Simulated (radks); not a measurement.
Spherical jellium clusters: N electrons in a uniform positive sphere of charge N and radius rs N^(1/3), rs = 5.14 bohr. Method: non-relativistic Kohn-Sham, LDA (Slater exchange, Perdew-Wang correlation), spin-polarised, spherical densities; computed with a radial shooting solver with Libxc functionals. Levels are named by radial order and angular momentum (1s, 1p, 1d, 2s, ...), and open shells are averaged over m. Each electron was tried in the lowest free levels, single moves between levels near the top were tried too, and the lowest total energy was kept; such a search can miss a lower state. Energies include the self-energy of the background; IP and EA are vertical (highest electron removed, lowest free level filled), at fixed background; spill-out counts the electrons outside the background radius R, and alpha is the static dipole polarisability from linear response (closed shells only). A dash means not computed or, for alpha, an open shell; in EA it means that no bound solution was reached, which is typical of self-interaction and does not show that the anion is unstable. Real open-shell clusters deform, which this model forbids.

\begin{tabular}{lrrrrrrrr}
N & open shells & 2S & E/N (eV) & E(N+1) + E(N-1) - 2E(N) (eV) & IP (eV) & EA (eV) & spill-out (e) & alpha/R^3 \\ \hline
1 & 1s(up 1, down 0) & 1 & -1.350 & - & - & - & 0.30 & - \\
2 & none & 0 & -1.655 & 0.720 & 4.336 & - & 0.45 & 1.451 \\
3 & 1p(up 1, down 0) & 1 & -1.516 & -0.478 & 3.320 & - & 0.69 & - \\
4 & 1p(up 2, down 0) & 2 & -1.566 & -0.309 & 3.683 & - & 0.83 & - \\
5 & 1p(up 3, down 0) & 3 & -1.658 & 0.251 & 3.871 & - & 0.92 & - \\
6 & 1p(up 3, down 1) & 2 & -1.678 & -0.255 & 3.520 & 1.152 & 1.05 & - \\
7 & 1p(up 3, down 2) & 1 & -1.728 & -0.180 & 3.711 & 1.370 & 1.14 & - \\
8 & none & 0 & -1.788 & 0.762 & 3.831 & - & 1.23 & 1.315 \\
9 & 1d(up 1, down 0) & 1 & -1.750 & -0.187 & 3.016 & - & 1.36 & - \\
10 & 1d(up 2, down 0) & 2 & -1.739 & -0.155 & 3.176 & 1.094 & 1.48 & - \\
11 & 1d(up 3, down 0) & 3 & -1.743 & -0.130 & 3.300 & 1.246 & 1.57 & - \\
12 & 1d(up 4, down 0) & 4 & -1.758 & -0.110 & 3.398 & 1.374 & 1.65 & - \\
13 & 1d(up 5, down 0) & 5 & -1.778 & 0.260 & 3.476 & 1.143 & 1.73 & - \\
14 & 1d(up 5, down 1) & 4 & -1.778 & -0.121 & 3.187 & 1.285 & 1.82 & - \\
15 & 1d(up 5, down 2) & 3 & -1.785 & -0.102 & 3.288 & 1.405 & 1.90 & - \\
16 & 1d(up 5, down 3) & 2 & -1.798 & -0.088 & 3.370 & 1.509 & 1.98 & - \\
17 & 1d(up 5, down 4) & 1 & -1.814 & -0.077 & 3.438 & 1.599 & 2.05 & - \\
18 & none & 0 & -1.833 & 0.160 & 3.495 & 1.468 & 2.11 & 1.242 \\
19 & 2s(up 1, down 0) & 1 & -1.842 & 0.184 & 3.316 & 1.327 & 2.24 & - \\
20 & none & 0 & -1.840 & 0.158 & 3.126 & 1.181 & 2.42 & 1.264 \\
21 & 1f(up 1, down 0) & 1 & -1.831 & -0.082 & 2.975 & 1.272 & 2.49 & - \\
22 & 1f(up 2, down 0) & 2 & -1.827 & -0.074 & 3.042 & 1.355 & 2.56 & - \\
23 & 1f(up 3, down 0) & 3 & -1.826 & -0.068 & 3.102 & 1.429 & 2.62 & - \\
24 & 1f(up 4, down 0) & 4 & -1.828 & -0.062 & 3.154 & 1.497 & 2.68 & - \\
25 & 1f(up 5, down 0) & 5 & -1.833 & -0.056 & 3.202 & 1.559 & 2.73 & - \\
26 & 1f(up 6, down 0) & 6 & -1.839 & -0.052 & 3.244 & 1.616 & 2.78 & - \\
27 & 1f(up 7, down 0) & 7 & -1.847 & 0.223 & 3.282 & 1.403 & 2.83 & - \\
28 & 1f(up 7, down 1) & 6 & -1.846 & -0.061 & 3.047 & 1.472 & 2.90 & - \\
29 & 1f(up 7, down 2) & 5 & -1.847 & -0.056 & 3.098 & 1.535 & 2.96 & - \\
30 & 1f(up 7, down 3) & 4 & -1.850 & -0.051 & 3.144 & 1.593 & 3.01 & - \\
31 & 1f(up 7, down 4) & 3 & -1.855 & -0.047 & 3.186 & 1.646 & 3.07 & - \\
32 & 1f(up 7, down 5) & 2 & -1.861 & -0.044 & 3.224 & 1.695 & 3.12 & - \\
33 & 1f(up 7, down 6) & 1 & -1.867 & -0.040 & 3.258 & 1.741 & 3.18 & - \\
34 & none & 0 & -1.875 & 0.264 & 3.290 & 1.496 & 3.23 & 1.194 \\
35 & 2p(up 1, down 0) & 1 & -1.875 & -0.028 & 3.018 & 1.541 & 3.35 & - \\
36 & 2p(up 2, down 0) & 2 & -1.875 & -0.020 & 3.048 & 1.578 & 3.48 & - \\
37 & 2p(up 3, down 0) & 3 & -1.876 & 0.179 & 3.069 & 1.422 & 3.60 & - \\
38 & 2p(up 3, down 1) & 2 & -1.872 & -0.032 & 2.892 & 1.476 & 3.76 & - \\
39 & 2p(up 3, down 2) & 1 & -1.869 & -0.029 & 2.931 & 1.521 & 3.91 & - \\
40 & 2p(up 3, down 2) 1g(up 1, down 0) & 2 & -1.867 & -0.042 & 2.966 & 1.557 & 3.95 & - \\
41 & 2p(up 3, down 2) 1g(up 2, down 0) & 3 & -1.866 & -0.041 & 2.989 & 1.586 & 3.98 & - \\
42 & 2p(up 3, down 1) 1g(up 4, down 0) & 6 & -1.866 & - & 3.018 & 1.622 & 3.93 & - \\
\end{tabular}

All shells are closed at N = 2, 8, 18, 20, 34 (there: 1s2 1p6 1d10 2s2 1f14); the second difference of the energy has clear peaks (12 % above both neighbours; the first and last values, which can be the largest, are not judged, and half-filled shells can peak too) at N = 5, 8, 13, 19, 27, 34, 37.
